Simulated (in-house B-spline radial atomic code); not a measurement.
## How G0W0 and RPA depend on the start: Hg⁷⁺

Configuration [Xe] 4f14 5d5, highest spin. Computed with an all-electron radial atomic-structure program (B-spline basis): all electrons, scalar-relativistic (spin-free one-electron X2C), finite nucleus, each spin shell either full or empty, empty states to l = 9 with an (l + 1/2)⁻⁴ tail; G0W0 by contour deformation at full frequency.

Without the two-electron picture change, the correlation of inner shells comes somewhat too large for so heavy an element.

```
            start  mean-field 5d up (eV)  G0W0 (eV)  QP weight  RPA correlation (Eh)
     Hartree-Fock                -117.60    -118.18      0.980               -6.2651
         LDA VWN5                -108.47    -118.07      0.967               -6.6498
              PBE                -108.40    -118.04      0.967                -6.644
             PBE0                -110.99          ?          ?                     ?
           r2SCAN                -109.15    -117.97      0.970               -6.5753
            HSE06                -110.54    -118.07      0.971               -6.5469
  B3LYP (VWN-RPA)                -110.26    -118.10      0.971               -6.5638
             SCAN                -109.13    -117.93      0.970               -6.5779
             TPSS                -108.48    -118.05      0.968               -6.6287
        BHandHLYP                -113.17          ?          ?                     ?
        CAM-B3LYP                -112.18    -118.17      0.974               -6.5348
          LC-wPBE                -113.62    -118.19      0.975               -6.5554
            wB97X                -113.21    -118.03      0.975               -6.5244
           PBEsol                -108.39    -118.04      0.967               -6.6463
             BLYP                -107.99    -118.09      0.966               -6.6457
          r2SCAN0                -111.52    -118.01      0.973               -6.4947
LDA exchange-only                -107.01    -118.21      0.965               -6.6494
```

**Question.** What G0W0 level, weight and RPA correlation energy follow from the PBE0 start?

**Answer.** G0W0 level -118.05 eV, weight 0.972, RPA correlation -6.542 hartree.

**Question.** What G0W0 level, weight and RPA correlation energy follow from the BHandHLYP start?

**Answer.** G0W0 level -118.13 eV, weight 0.975, RPA correlation -6.4464 hartree.

**Question.** How much of the dependence on the start does G0W0 remove?

**Answer.** The mean-field levels span 10.6 eV and the G0W0 levels 0.278 eV. Against 113.9 ± 2.1 eV (NIST, tabulated theory) the G0W0 removal energies are off by +4.03 to +4.31 eV, with spin-orbit coupling, Breit and QED terms left out.
